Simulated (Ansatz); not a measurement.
F$_{5}$Ti− (`[F][Ti-]([F])([F])([F])[F]`), charge -1, multiplicity 1.

Task: Give a relaxed structure at PBE0-D4/def2-TZVPD (Ansatz 0.2.0). (Estimate.)

Result: Ansatz gave: 
Cartesian coordinates in Å:
```
F 1.106 -0.209 -1.456
Ti 0.000 0.000 0.000
F 0.496 -1.619 0.609
F 0.921 1.467 0.489
F -1.105 0.209 1.456
F -1.418 0.153 -1.098
```
Point group D3h.
